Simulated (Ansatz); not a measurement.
Two isomers of C2H7NSi: A = `C/C=N\[SiH3]`, B = `C[SiH2]C=N`.

Isolated molecules relaxed with PBE0-D4/def2-TZVP in Ansatz; ΔE leaves out vibrations. CCSD(T)/CBS adds triple-zeta CCSD(T) − MP2 to the extrapolated MP2 energy (def2 sets, frozen cores). DFT in def2-TZVPP. B3LYP here is the variant with VWN-RPA as its local correlation; programs differ in this. One conformer a species, not always the lowest.

(1) Which is lower in electronic energy at CCSD(T)/CBS, and by how much? (Estimate.)

(2) Give E(B) − E(A) in kcal/mol with r2SCAN-D4, B3LYP, CCSD(T)/def2-TZVPP, PBE-D4, ωB97M-V, PBE0-D4, CCSD(T)/def2-SVP. (An estimate is asked.)

(3) Does the order hold for the free energy at 298.15 K (harmonic terms from PBE0-D4)? (An estimate is asked.)

Largest T1 diagnostic: 0.013.

Answers

(1) Ansatz gave: A, by 5.1 kcal/mol.

(2) Ansatz gave: r2SCAN-D4 6.1, B3LYP 6.5, CCSD(T)/def2-TZVPP 5.1, PBE-D4 5.1, ωB97M-V 5.3, PBE0-D4 5.6, CCSD(T)/def2-SVP 6.5. None reverses the order clearly.

(3) Computed: Yes: G(B) − G(A) = +5.7 kcal/mol, for one conformer each.

Leaving LDA and LC-ωPBE aside and taking each functional with its dispersion term where it has one, the values, not all of them listed here, spread over 2.6 kcal/mol, from PBE-D4 to BHLYP-D4. LDA lies +2.2 kcal/mol from PBE without D4. From BLYP to BHLYP (50 % exact exchange), in def2-TZVPP and without D4, E(B) − E(A) moves by +1.7 kcal/mol.
